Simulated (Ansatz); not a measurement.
Worked example: GeH3(CH3) + CH2BrI → GeH3I + C2H5Br

Species: GeH3(CH3) (methyl germane), singlet; CH2BrI (bromoiodomethane) `BrCI`, singlet; GeH3I `[GeH3][I]`, singlet; C2H5Br `CCBr`, singlet. The partners trade CH3 for I: Ge–CH3 and C–I bonds give way to Ge–I and C–CH3.

Shapes, held fixed at every level: PBE0-D4/def2-TZVP. Programs: Ansatz 0.2.0. The zero-point and thermal change to 298 K, harmonic and unscaled (PBE0-D4/def2-TZVP), is +6.2 kJ/mol.

At CCSD(T)/def2-TZVPP; 1 Eh = 2625.50 kJ/mol:

| species | energy (Eh) |
| --- | --- |
| GeH3(CH3) | -2117.237880 |
| CH2BrI | -2909.076229 |
| GeH3I | -2374.572634 |
| C2H5Br | -2651.785490 |

Question: Work out ΔH(298 K) of the reaction at this level.

Answer: 
1. Products less reactants: (-2374.572634) + (-2651.785490) − [(-2117.237880) + (-2909.076229)] = -0.044015 Eh = -115.6 kJ/mol.
2. With the thermal change: -115.6 + (+6.2) = -109.4 kJ/mol.

Other levels give -150.5 (HF/def2-SVP) to -113.5 kJ/mol (CCSD/def2-TZVPP). No measured value is set beside it here. For atoms past krypton def2 sets carry core potentials with scalar relativity. Relativity is left out for Br, Ge. Outer-core shells of Br, Ge, I are correlated, in sets that cover them unevenly. CCSD(T)/def2-TZVPP lies outside the range of all other levels here, so it shouldn't be taken on trust. The median of the other levels is -121.6 kJ/mol.
